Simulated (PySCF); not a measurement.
Species: C₈H₁₀O₂.
Z-matrix (Å and degrees, PBE0-D3(BJ)/def2-SVP geometry), rows numbered from 1:
```
C 
C   1  1.5010
O   2  1.2025  1  125.58
O   2  1.3416  1  110.97  3   179.89
C   4  1.4219  2  116.18  1  -179.64
C   5  1.5407  4  112.75  2   -80.22
C   6  1.5393  5  103.35  4  -175.89
C   7  1.5196  6   85.78  5    66.70
C   8  1.5006  7   92.22  6    21.89
C   9  1.5043  6   85.61  5   -21.13
H   1  1.0953  2  109.63  3     0.08
H   1  1.0995  2  109.86  3  -121.17
H   1  1.0996  2  109.75  3   121.27
H   5  1.1025  4  109.28  2    52.24
H   6  1.0956  5  119.44  4    45.13
H   7  1.1036  6  117.40  5   -54.26
H   7  1.0997  6  111.64  5   177.92
H   8  1.0919  7  128.38  6   166.00
H   9  1.0887  6  134.24  5   127.98
H  10  1.0913  5  127.50  4   -52.89
```

The closed-shell ground state was solved at several levels (PySCF, density fitting, gas phase, non-relativistic).

| level | basis functions | HOMO (eV) | LUMO (eV) | gap (eV) | dipole (D) |
| --- | --- | --- | --- | --- | --- |
| PBE/pcSseg-1 | 220 | -6.06 | -0.71 | 5.35 | 2.06 |
| PBE0/def2-SVPD | 286 | -7.44 | 0.27 | 7.71 | 2.19 |

Question: Estimate the row for PBE0/pcSseg-1, a basis of 220 functions; the other rows only guide the guess.

Answer: HOMO -7.42 eV, LUMO 0.42 eV, gap 7.84 eV, dipole 2.11 D.

Question: Over all these levels, which gives the widest orbital gap and which the narrowest?

Answer: PBE0/pcSseg-1 (global hybrid, 25 % exact exchange) has the widest, 7.84 eV, and PBE/pcSseg-1 (GGA) the narrowest, 5.35 eV. The two share the basis. From the narrowest to the widest the HOMO moves by -1.36 eV and the LUMO by +1.13 eV.

Question: How far do the dipole and the HOMO energy spread over the levels?

Answer: The dipole runs from 2.06 to 2.19 D (mean 2.12 D) and the HOMO from -7.44 to -6.06 eV.

One conformer stands for the species.
